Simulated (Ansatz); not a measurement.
Start from `[NH2][AlH][N]([SiH3])[SiH3]` and change one atom or group to get `N[Si]N([SiH3])[SiH3]`.

Ansatz, PBE0-D4/def2-TZVP geometries, multiplicity 1. Each molecule was computed in one conformer, which needn't be the lowest.

```tsv
property	`[NH2][AlH][N]([SiH3])[SiH3]`
size of the dipole moment (B3LYP/def2-TZVPP) / D	1.45
LUMO energy (B3LYP/def2-TZVPP) / eV	-0.41
size of the dipole moment (ωB97M-V/def2-TZVPP) / D	1.47
HOMO energy (PBE0/def2-TZVPP) / eV	-7.42
HOMO–LUMO gap (ωB97M-V/def2-TZVPP) / eV	11.10
size of the dipole moment (PBE/def2-TZVPP) / D	1.52
```

Problem. What does the change do to each property? (An estimate is asked.)

Solution. The calculation gave: 
```json
{"property": "size of the dipole moment (B3LYP/def2-TZVPP) / D", "`N[Si]N([SiH3])[SiH3]`": "1.71", "shift": "0.26"}
{"property": "LUMO energy (B3LYP/def2-TZVPP) / eV", "`N[Si]N([SiH3])[SiH3]`": "-1.13", "shift": "-0.72"}
{"property": "size of the dipole moment (ωB97M-V/def2-TZVPP) / D", "`N[Si]N([SiH3])[SiH3]`": "1.70", "shift": "0.23"}
{"property": "HOMO energy (PBE0/def2-TZVPP) / eV", "`N[Si]N([SiH3])[SiH3]`": "-6.61", "shift": "0.81"}
{"property": "HOMO–LUMO gap (ωB97M-V/def2-TZVPP) / eV", "`N[Si]N([SiH3])[SiH3]`": "9.69", "shift": "-1.41"}
{"property": "size of the dipole moment (PBE/def2-TZVPP) / D", "`N[Si]N([SiH3])[SiH3]`": "1.82", "shift": "0.30"}
```

With PBE0 the HOMO rises by 0.81 eV and the LUMO falls by 0.74 eV, so the gap narrows by about 1.55 eV. PBE moves the HOMO by 0.54 eV and ωB97M-V by 0.99 eV. Dipoles are sizes alone; their direction can turn.

B3LYP here is the variant with VWN-RPA as its local correlation; programs differ in this.
